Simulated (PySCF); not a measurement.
A mixed set of molecules. Theory: TDDFT wB97X-D/def2-SVPD, vertical, gas phase, core orbitals frozen in the response, def2 core potentials past Kr (PySCF). Geometries: PBE0-D3(BJ)/def2-SVP; one conformer of each isolated species. Triplets are in the Tamm–Dancoff approximation. Atoms past krypton carry core potentials; spin–orbit coupling is left out. Ions are computed without counter-ions or solvent.

Question: Rank by computed lowest singlet excitation energy, highest first.
A. `[O]=[Cr-](=[O])(=[O])[F]`
B. `[C](#N)[Sn]([C]#N)([C]#N)[C]#N`
C. `C=CC#C[SiH2]OC`
D. `CC(C)=C(C)CCF`
E. `CC(C)C1=CSC=N1`
F. `[OH][Nb]([OH])([OH])=[S]`
G. `CN(C)c1cccs1`
H. `[SiH3]OC1=CC=CC1`

Answer: B (6.88 eV), D (6.42 eV), E (5.53 eV), C (5.14 eV), G (4.90 eV), H (4.75 eV), F (4.17 eV), A (3.48 eV).

| SMILES | S1 (eV) | f (S1) | α (au) | LUMO (eV) | gap (eV) | S1 mainly |
| --- | --- | --- | --- | --- | --- | --- |
| N#[C][Sn]([C]#N)([C]#N)[C]#N | 6.88 | 0.000 | 88.9 | -1.03 | 12.18 | H-4→L/L+1/L+2 (≥22%) |
| CC(C)=C(C)CCF | 6.42 | 0.088 | 87.9 | 2.08 | 10.45 | H→L (90%) |
| CC(C)c1cscn1 | 5.53 | 0.000 | 94.4 | 0.97 | 9.81 | H-1→L (97%) |
| C=CC#C[SiH2]OC | 5.14 | 0.040 | 95.9 | 0.32 | 9.34 | H-1→L (53%) |
| CN(C)c1cccs1 | 4.90 | 0.197 | 99.0 | 1.80 | 8.90 | H→L (95%) |
| [SiH3]OC1=CC=CC1 | 4.75 | 0.125 | 87.2 | 1.40 | 8.99 | H→L (98%) |
| [OH][Nb]([OH])([OH])=[S] | 4.17 | 0.000 | 74.2 | -0.02 | 9.56 | H-1/H→L/L+1 (≥94%) |
| [O]=[Cr-](=[O])(=[O])[F] | 3.48 | 0.001 | 48.1 | 4.15 | 9.32 | H→L/L+1 (≥86%) |

H and L stand for HOMO and LUMO. A slash joins orbitals within 0.01 eV of each other, whose weights are summed (≥ marks a lower bound).
